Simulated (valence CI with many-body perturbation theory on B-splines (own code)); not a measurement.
E1 line list for Mo XI

Computed by valence CI with perturbative core correlation (CI+MBPT): four valence electrons over a frozen Dirac-Fock core [Ar] 3d10, radial functions for each j: 11 s, 11 p, 10 d, 8 f, 5 g, 2 h, with the one-electron correlation potential Σ1, the two-electron term Σ2, the three-electron term Σ3, Breit, model QED; selected CI, second order for the rest, scaled by the run's own slope (own B-spline code, finite nucleus).

No measured levels were compared; by estimate levels hold to about 250 cm⁻¹ or 0.2 % of their energy and the worst to 1 %, as in measured heavy ions of charge 2 to 7; those with d or f electrons hold less well. Among the levels kept, up to 780 cm⁻¹ of a level comes from second order outside the variational space, and about a tenth of that is noise between levels of different J, which matters for small intervals.

Lines 1 to 50 of 544 in falling wavelength, among levels below 965910 cm⁻¹, chosen from the strongest by gf and those to the six lowest levels. Wavelengths and rates use the calculated energies, so an error of 600 cm⁻¹ moves a line at 116.1 nm by 0.7 % and its rate by three times that or more. Electric multipoles are in the length gauge, E1 and E2 with the static RPA response of the core. Weak lines are less certain than strong ones. Lines between different terms over intervals too small for the method are left out, as are lines whose strength nearly cancels. Where a level lies close to another of its J and parity, the split of strength between their lines is uncertain. The highest levels of a list are the least certain.

Names give the largest LS component (configuration and term), which can be under half, so a name can repeat, a term be missing and a line seem to break the LS rules; names also repeat where a configuration has a term twice. Letters in brackets count levels of one name in rising energy.

| λ vac (nm) | Upper | Lower | A (s⁻¹) | S (a.u.) |
| --- | --- | --- | --- | --- |
| 116.1 | 4s²4p5p ³D_1 | 4s²4p5s ³P°_1 | 8.03e+08 | 1.86e+00 |
| 114.2 | 4s²4p5p ³P_1 [b] | 4s²4p5s ¹P°_1 | 5.81e+08 | 1.28e+00 |
| 113.7 | 4s²4p5p ³D_1 | 4s²4p5s ³P°_0 | 3.75e+08 | 8.15e-01 |
| 109.1 | 4s²4p5p ³P_2 | 4s²4p5s ¹P°_1 | 2.21e+08 | 7.07e-01 |
| 108.7 | 4s²4p5p ³P_1 [b] | 4s²4p5s ³P°_2 | 4.67e+08 | 8.88e-01 |
| 104.1 | 4s²4p5p ³P_2 | 4s²4p5s ³P°_2 | 1.31e+09 | 3.65e+00 |
| 101.5 | 4s²4p5p ³P_0 | 4s²4p5s ³P°_1 | 1.74e+09 | 8.97e-01 |
| 100.7 | 4s²4p5p ³S_1 | 4s²4p5s ¹P°_1 | 5.86e+08 | 8.85e-01 |
| 99.84 | 4s²4p5p ³D_3 | 4s²4p5s ³P°_2 | 1.83e+09 | 6.29e+00 |
| 99.25 | 4s²4p5p ³P_1 [a] | 4s²4p5s ³P°_1 | 4.52e+08 | 6.54e-01 |
| 99.21 | 4s²4p5p ³D_2 | 4s²4p5s ³P°_1 | 1.51e+09 | 3.64e+00 |
| 97.48 | 4s²4p5p ³P_1 [a] | 4s²4p5s ³P°_0 | 1.37e+09 | 1.89e+00 |
| 96.39 | 4s²4p5p ³S_1 | 4s²4p5s ³P°_2 | 1.30e+09 | 1.72e+00 |
| 94.69 | 4s²4p5p ¹D_2 | 4s²4p5s ¹P°_1 | 1.88e+09 | 3.94e+00 |
| 93.83 | 4s²4p4f ³D_2 [a] | 4s²4p5s ³P°_1 | 3.78e+08 | 7.71e-01 |
| 90.87 | 4s²4p5p ¹D_2 | 4s²4p5s ³P°_2 | 4.02e+08 | 7.45e-01 |
| 80.75 | 4s²4p5p ¹S_0 | 4s²4p5s ¹P°_1 | 3.57e+09 | 9.28e-01 |
| 69.72 | 4s²4p5d ³F°_3 | 4s²4p4f ³D_2 [a] | 1.19e+09 | 1.40e+00 |
| 69.16 | 4s²4p5d ³F°_2 | 4s²4p5p ³D_2 | 7.93e+08 | 6.48e-01 |
| 68.47 | 4s4p³ ⁵S°_2 | 4s²4p² ¹D_2 | 4.40e+06 | 3.49e-03 |
| 67.60 | 4s²4p5d ³D°_2 | 4s²4p5p ³P_1 [a] | 7.16e+09 | 5.46e+00 |
| 67.38 | 4p³4d ³D°_1 [c] | 4s²4p5p ³P_0 | 1.20e+09 | 5.41e-01 |
| 67.02 | 4s²4p5d ³F°_3 | 4s²4p5p ³D_2 | 6.55e+09 | 6.82e+00 |
| 66.24 | 4s²4p5d ³D°_1 | 4s²4p5p ³P_0 | 3.25e+09 | 1.40e+00 |
| 62.80 | 4s²4p5d ³F°_2 | 4s²4p5p ³D_1 | 8.20e+09 | 5.01e+00 |
| 61.23 | 4s²4p5d ³D°_1 | 4s²4p5p ³D_1 | 1.91e+09 | 6.50e-01 |
| 60.51 | 4s4p³ ³D°_1 | 4s²4p² ¹S_0 | 1.25e+07 | 4.12e-03 |
| 58.63 | 4s²4p5d ³F°_2 | 4s²4p4f ³G_3 [b] | 7.04e+08 | 3.50e-01 |
| 57.57 | 4s4p³ ⁵S°_2 | 4s²4p² ³P_2 | 5.01e+07 | 2.36e-02 |
| 56.85 | 4p⁴ ¹D_2 | 4s4p³ ¹P°_1 | 8.80e+08 | 3.99e-01 |
| 56.52 | 4p⁴ ³P_2 | 4s4p³ ³S°_1 | 1.01e+09 | 4.50e-01 |
| 55.36 | 4s²4p5d ³F°_2 | 4s²4p4f ³G_3 [a] | 1.75e+09 | 7.34e-01 |
| 54.86 | 4p³4d ³G°_5 | 4s4p²4d ³F_4 [c] | 1.59e+09 | 1.43e+00 |
| 54.57 | 4s4p³ ⁵S°_2 | 4s²4p² ³P_1 | 5.20e+07 | 2.09e-02 |
| 54.37 | 4s²4p5d ³D°_2 | 4s²4p4f ³G_3 [a] | 1.50e+09 | 5.95e-01 |
| 53.89 | 4p³4d ³F°_4 [a] | 4s4p²4d ³D_3 [c] | 7.15e+08 | 4.97e-01 |
| 53.83 | 4s4p²4d ¹G_4 | 4s²4p4d ¹F°_3 | 7.35e+08 | 5.09e-01 |
| 53.27 | 4p³4d ³G°_3 | 4s4p²4d ³F_2 [c] | 6.03e+08 | 3.15e-01 |
| 53.25 | 4s²4p5d ³F°_3 | 4s²4p4f ¹G_4 [a] | 3.12e+09 | 1.63e+00 |
| 52.43 | 4p³4d ³D°_3 [c] | 4s4p²4d ³P_2 [c] | 7.79e+08 | 3.88e-01 |
| 51.61 | 4p³4d ³F°_4 [b] | 4s4p²4d ³F_3 [c] | 6.97e+08 | 4.26e-01 |
| 51.24 | 4p³4d ³F°_3 [a] | 4s4p²4d ³F_3 [b] | 6.92e+08 | 3.21e-01 |
| 51.16 | 4s4p³ ³D°_1 | 4s²4p² ¹D_2 | 1.14e+08 | 2.25e-02 |
| 50.89 | 4s4p³ ³D°_2 | 4s²4p² ¹D_2 | 2.75e+07 | 8.93e-03 |
| 50.29 | 4p³4d ³F°_2 [b] | 4s4p²4d ³D_1 [c] | 1.06e+09 | 3.33e-01 |
| 50.13 | 4p⁴ ³P_1 | 4s4p³ ³S°_1 | 1.62e+09 | 3.03e-01 |
| 50.04 | 4p³4d ³D°_2 [a] | 4s4p²4d ³F_2 [b] | 1.30e+09 | 4.00e-01 |
| 49.83 | 4p³4d ³F°_3 [b] | 4s4p²4d ³D_2 [d] | 8.37e+08 | 3.58e-01 |
| 49.78 | 4p³4d ³P°_1 [b] | 4s4p²4d ³P_2 [c] | 2.10e+09 | 3.83e-01 |
| 49.66 | 4p³4d ³F°_2 [a] | 4s4p²4d ³D_2 [a] | 1.03e+09 | 3.11e-01 |
